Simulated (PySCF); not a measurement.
Calculation: PBE0-D3(BJ)/def2-TZVP in PySCF. Gas-phase values, no solvent. 

Reference species (SMILES): `C#C[C][SiH3]` (lower triplet) (neutral, multiplicity 3).

The highest occupied spin orbital comes out as -6.63 eV. The dipole moment is 0.65 D.

Changed species: `N#C[C][SiH3]` (lower triplet) (X = cyano, multiplicity 3; the reference has X = ethynyl, multiplicity 3).

Problem. Give the shifts of the highest occupied spin orbital and dipole moment.

Solution. the highest occupied spin orbital falls by 1.25 eV, to -7.88 eV; the dipole moment increases by 2.75 D, to 3.40 D.
